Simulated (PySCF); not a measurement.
Cartesian coordinates in Å; atom numbers follow the order of the lines, from 1:
```xyz
27

Si    2.355   -2.535    1.107
Si    2.376   -0.312    1.855
Si    2.901    1.062    0.029
Si    0.286    0.383    2.667
C    -0.911    0.571    1.218
C    -1.057   -0.708    0.362
C    -2.516   -0.707   -0.155
C    -3.123    0.619    0.315
C    -2.352    0.938    1.594
H     3.754   -3.024    0.905
H     1.631   -2.629   -0.199
H     1.673   -3.430    2.093
H     3.435   -0.171    2.908
H     4.215    0.702   -0.587
H     2.940    2.502    0.437
H     1.835    0.900   -1.010
H    -0.255   -0.630    3.631
H     0.463    1.682    3.392
H    -0.517    1.380    0.575
H    -0.868   -1.617    0.959
H    -0.319   -0.721   -0.454
H    -2.575   -0.832   -1.246
H    -3.071   -1.549    0.287
H    -2.935    1.412   -0.428
H    -4.212    0.564    0.463
H    -2.457    1.984    1.924
H    -2.712    0.297    2.419
```

Geometry: PBE0-D3(BJ)/def2-SVP; GIAO shifts from PySCF, gas phase, non-relativistic, averaged over equivalent atoms.

At PBE0/pcSseg-1 (271 basis functions, 2.5 min wall time on 1 thread of an Arm Neoverse N1, shared host):
```csv
atoms,δ (ppm)
Si4,-55.4
Si1/Si3,-101.1
Si2,-136.8
C6/C9,33.9
C7/C8,29.6
C5,23.3
H17/H18,4.04
H10/H11/H12/H14/H15/H16,3.68
H13,3.10
H21/H26,1.73
H23/H25,1.60
H22/H24,1.50
H20/H27,1.00
H19,0.73
```

δ = σ(ref) − σ, references computed at the same level: ²⁹Si (351.99 ppm), ¹³C (184.41 ppm), ¹H (31.27 ppm) vs TMS.

**Question.** Estimate the result of repeating the calculation with CAM-B3LYP/pcSseg-1.

**Answer.** 
| atoms | δ at CAM-B3LYP/pcSseg-1 | change |
| --- | --- | --- |
| Si4 | -54.8 | +0.6 |
| Si1/Si3 | -101.7 | -0.6 |
| Si2 | -131.2 | +5.6 |
| C6/C9 | 33.5 | -0.4 |
| C7/C8 | 29.4 | -0.2 |
| C5 | 23.2 | -0.1 |
| H17/H18 | 3.90 | -0.14 |
| H10/H11/H12/H14/H15/H16 | 3.56 | -0.12 |
| H13 | 2.96 | -0.14 |
| H21/H26 | 1.69 | -0.04 |
| H23/H25 | 1.58 | -0.02 |
| H22/H24 | 1.49 | -0.01 |
| H20/H27 | 0.97 | -0.03 |
| H19 | 0.63 | -0.10 |

Shifts are taken against calculated references (same method and geometry level): ²⁹Si (σ = 343.41 ppm) and ¹³C (σ = 182.45 ppm) and ¹H (σ = 31.33 ppm) vs TMS.

The largest change is at Si2 (silicon bonded to 3 Si, H). Cost: 271 basis functions, 3.4 min wall time on 1 thread of an Arm Neoverse N1, shared host. The order of the carbon signals is the same at both levels.
